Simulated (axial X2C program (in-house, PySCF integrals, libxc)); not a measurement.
# Ionising ReH

Computed with an in-house all-electron X2C program for linear molecules (integrals from PySCF), spin-free (one-electron X2C) or two-component (2c: spin–orbit coupling with atomic mean-field Coulomb and Gaunt terms, which also bring small scalar terms), in Dyall basis sets with cores contracted in-house; open shells are unrestricted.

Basis sets: H dyall-v3z, Re dyall-cv3z.

```csv
Hamiltonian,level,ReH state,Re (Å),ωe (cm⁻¹),De (eV)
spin-free,HF,"M_S = 2, Λ = 0",1.718,1699.7,0.95
spin-free,PBE0,"M_S = 2, Λ = 0",1.626,2134.5,2.23
2c,HF,Ω = 2,1.712,1734.9,1.03
2c,PBE0,Ω = 2,1.628,2119.8,2.19
```

Adiabatic ionisation energy (minimum to minimum, no zero-point term) and constants of ReH⁺:

```csv
Hamiltonian,level,ReH⁺ state,IE (eV),Re (Å),ωe (cm⁻¹),De (eV),fragments
spin-free,HF,"M_S = 5/2, Λ = 0",5.75,1.687,1829.7,1.12,Re+ + H
spin-free,PBE0,"M_S = 5/2, Λ = 0",7.15,1.640,2093.4,2.48,Re+ + H
2c,HF,Ω = 5/2,5.85,1.688,1829.3,1.12,Re+ + H
2c,PBE0,Ω = 5/2,7.15,1.642,2083.9,2.47,Re+ + H
```

Add the zero-point terms to the ionisation energy at PBE0, 2c, and say whether the electron removed was bonding.

IE0 = IE + (ωe⁺ − ωe)/2 = 7.15 + (-0.002) = 7.15 eV. Re changes by 0.014 Å, so the electron was nearly non-bonding.

Close the cycle De(ReH⁺) + IE(ReH) = De(ReH) + IE(Re) to find the atomic ionisation energy at PBE0, 2c.

IE(Re) = 2.47 + 7.15 − 2.19 = 7.43 eV, for the determinants used.

Each entry is the lowest single determinant of a limited PBE0 search at one distance. De goes to single-determinant-based atoms at the same level (for ions the charge split of lowest energy) and is withheld (n/a) where an atom does not fit its ground term or J level. Main or longest-lived isotopes. One determinant is a doubtful description, or other states lie close, for ReH, ReH⁺; these need not be ground states, and all values refer to the states named. Some open-shell Ω = 0 determinants are out of reach, so the Ω given for ReH need not be the lowest component. With several unpaired electrons the Ω given is that of one determinant, not necessarily of the lowest component.
